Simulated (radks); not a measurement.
All-electron atom: Pr9+ in [Kr] 4d10 4f2 5s2. Method: Dirac Kohn-Sham, relativistic LDA (MacDonald-Vosko exchange, VWN5 correlation), spin-unpolarised, spherical densities, finite nucleus; open shells fill j = l - 1/2 first; Fermi nuclear charge, rms radius 4.8919 fm; computed with a radial shooting solver on a logarithmic mesh with Libxc functionals.

Radial electron density D(r) = 4 pi r^2 rho(r):

r (bohr)  D(r) (e/bohr)
0.001277          4.466
0.001663          6.875
0.002183          10.57
0.002865          15.94
0.003731          23.18
0.004897          33.03
0.006428          45.10
0.008437          58.32
0.01099           70.02
0.01442           77.72
0.01893           78.46
0.02465           73.54
0.03235           69.34
0.04246           75.00
0.05574           90.88
0.07258           101.7
0.09526           93.24
0.125             77.10
0.1628            79.36
0.2137            88.02
0.2805            67.46
0.3682            37.07
0.4794            34.42
0.6293            37.41
0.826             23.86
1.076             10.21
1.412             3.761
1.853             1.009
2.432            0.1157
3.167          0.004325

D(r) has 4 maxima, at r = 0.0169, 0.0749, 0.209, 0.586 bohr, and minima at 0.0329, 0.139, 0.425 bohr, inside which lie 2.03, 11.25, 29.10 electrons.
